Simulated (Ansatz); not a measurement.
A run for Ansatz (a program for electronic structure): R-CCSD(T)/def2-TZVPP on HCl (SMILES Cl).

Ansatz 0.2 input:
```yaml
crystal:
  periodic: [false, false, false]
  atoms:
    - {symbol: Cl, position_ang: [-0.00000000, -0.00000000, 0.64100645]}
    - {symbol: H, position_ang: [0.00000000, 0.00000000, -0.64100645]}
basis:
  gaussian:
    orbitals: def2-TZVPP
magnetization: {spin_polarized: false}
correlation: {method: ccsd_t, electrons: outside_noble_gas}
scf: {lower_state_search: off}
```

It printed:

```
WARN ansatz: RAYON_NUM_THREADS=4 ignored (pool sized by the plan → 4); use --threads N
Functional definition: HF
these checks for a lower state are left out or cut short: stability, starts, cluster_reference, orbital_swaps, neighbouring_geometries, increment
integrals: 0.02 GiB planned
322 factors; integrals over basis functions are off by at most 1.4e-3 eV
mean field: 0.07 GiB planned
mean field evaluation 1: about -12519.5238 eV, gradient 1.1e1 eV
mean field evaluation 2: about -12519.5239 eV, gradient 1.1e1 eV
mean field evaluation 4: about -12519.9239 eV, gradient 1.2e0 eV
mean field evaluation 8: about -12519.9321 eV, gradient 1.5e-5 eV
mean field -12519.93208220 eV, -460.0990177062 hartree, gradient 2.9e-6 eV, S^2 0.000000; 0 other end points of the search recorded, 0 dependent functions left out
5 core orbitals not correlated
reference -12519.93208220 eV, -460.0990177062 hartree; 4, 4 occupied and 47, 47 virtual orbitals, 322 factors
second order -5.53985823 eV of doubles, -0.00000000 eV of singles
coupled cluster: 0.09 GiB planned
cycle   1  -5.96084601 eV  change   -4.2e-1 eV  update   3.9e-2
cycle   2  -6.09792827 eV  change   -1.4e-1 eV  update   1.2e-2
cycle   3  -6.10313286 eV  change   -5.2e-3 eV  update   2.5e-3
cycle   4  -6.10281445 eV  change    3.2e-4 eV  update   6.6e-4
cycle   5  -6.10265831 eV  change    1.6e-4 eV  update   1.1e-4
cycle   6  -6.10265938 eV  change   -1.1e-6 eV  update   3.2e-5
cycle   7  -6.10266475 eV  change   -5.4e-6 eV  update   7.8e-6
perturbative correction -0.21590182 eV, -0.0079342454 hartree
Total energy: -12526.25064877 eV, -460.3312207446 hartree
Checks for a lower state left out: stability, starts, cluster_reference, orbital_swaps, neighbouring_geometries, increment
```

The calculation finished and met its thresholds.

Cost: around 1.1 core-seconds (rough).
